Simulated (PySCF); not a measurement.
Compound: C₂H₅FSi.
Numbering: `[CH2:1]=[CH:2][SiH2:3][F:4]` (hydrogens: H5, H6 on C1; H7 on C2; H8, H9 on Si3)

A linear-response calculation (PySCF, def2-SVPD basis, gas phase, vertical, core orbitals frozen in the response) gave these numbers; the functional is withheld.

Orbital energies (eV): HOMO-3 -12.83, HOMO-2 -11.05, HOMO-1 -10.59, HOMO -9.79, LUMO 0.12, LUMO+1 1.40, LUMO+2 1.61.

```tsv
state	E (eV)	f	main configurations (H = HOMO, L = LUMO)
S1	6.61	0.0071	H-1→L (94%)
S2	7.11	0.340	H→L (92%)
S3	7.78	0.016	H-2→L (90%)
S4	7.95	0.066	H→L+1 (80%), H→L+2 (9%)
S5	8.35	0.010	H→L+2 (77%)
S6	8.55	0.0075	H-1→L+2 (56%), H-3→L (28%)
```

Triplets (Tamm–Dancoff): T1 4.20 eV, H→L (87%); T2 6.05 eV, H-1→L (93%); T3 7.33 eV, H-2→L (74%); T4 7.71 eV, H→L+1 (60%), H→L+2 (25%).

Vertical ionisation energy by ΔSCF with the same functional: 10.79 eV. Mean static polarisability: 50.9 au.

Task: Name the functional.
A. PBE
B. HF
C. CAM-B3LYP
D. B3LYP

Result: C. CAM-B3LYP is range-separated, 19% exact exchange at short range and 65% at long range (ω = 0.33 bohr⁻¹). In this run −ε(HOMO) = 9.79 eV differs from the ΔSCF value by -1.00 eV, and S1 differs from the orbital gap of 9.92 eV by -3.31 eV. The ratio −ε(HOMO)/IP is 0.91. Usual ranges for neutral molecules in this basis: 0.85 to 0.93 with CAM-B3LYP, 0.5 to 0.7 with PBE, 0.67 to 0.83 with B3LYP; Hartree–Fock can't fall below 1, since the ion's relaxation only lowers the ΔSCF value.

Method: PySCF, TDDFT CAM-B3LYP/def2-SVPD, vertical, gas phase, core orbitals frozen in the response. Isolated species at its PBE0-D3(BJ)/def2-SVP geometry (one conformer only).

Hardware: one thread, Arm Neoverse V1 (aarch64), shared host with 32 logical CPUs at a one-minute load of 27. Cost: 41 s wall, 0.60 GiB resident at most.

Shape of the structure used: `[CH2:1]=[CH:2][SiH2:3][F:4]`: C1–C2–Si3–F4 115°.
